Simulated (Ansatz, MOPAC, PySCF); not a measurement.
Donor–acceptor adduct: GaH3 (SMILES [GaH3]) (first 4 atoms) with CH4O (SMILES CO); geometry from B3LYP-D3(BJ)/def2-TZVP, rigid monomers moved along the line of their centres of mass till Ga1···O6 is 3.89 Å.
(charge 0, multiplicity 1):
```xyz
10

Ga    -0.060    -0.851     0.703
H     -1.292     0.028     0.267
H     -0.346    -2.203     1.477
H      1.332    -0.687    -0.022
C     -0.275     1.032     5.147
O      0.606     1.080     4.010
H     -0.347     0.018     5.540
H     -1.250     1.352     4.788
H      0.075     1.720     5.917
H      1.504     0.848     4.275
```

Counterpoise-corrected where a basis set is named; no monomer relaxation. Rows marked so take none.

Frozen-core correlation. Filled d and f shells under p-block atoms count as core. Rows in 6-31G* carry no dispersion term and start afresh at each structure (6-31G* with six Cartesian d functions); the Pople sets are all-electron and without relativity. The state that AM1, PM6 reach isn't checked.

The values were computed with Ansatz (Gaussian orbitals); MOPAC for AM1, PM6 (differences of heats of formation); PySCF for 6-31G* rows, the dispersion terms. Values without a source in brackets are computed.

```json
[
 {"level": "AM1", "interaction energy (kcal/mol)": "-1.83"},
 {"level": "PM6", "interaction energy (kcal/mol)": "-0.57"},
 {"level": "r2SCAN/def2-TZVPPD", "interaction energy (kcal/mol)": "-2.62"},
 {"level": "B3LYP-D3(BJ)/def2-TZVPPD", "interaction energy (kcal/mol)": "-2.87"},
 {"level": "B3LYP-D4/def2-TZVPPD", "interaction energy (kcal/mol)": "?"},
 {"level": "M06-2X/6-31G* (no counterpoise)", "interaction energy (kcal/mol)": "?"},
 {"level": "wB97X-V/def2-TZVPPD", "interaction energy (kcal/mol)": "-2.90"},
 {"level": "MP2/aug-cc-pVDZ", "interaction energy (kcal/mol)": "-2.94"},
 {"level": "SCS-MP2/aug-cc-pVDZ", "interaction energy (kcal/mol)": "-2.84"}
]
```

### Question
Some entries are withheld; supply them.

### Answer

- B3LYP-D4/def2-TZVPPD, interaction energy (kcal/mol): -3.02
- M06-2X/6-31G* (no counterpoise), interaction energy (kcal/mol): -4.03

Ansatz is an electronic-structure program.
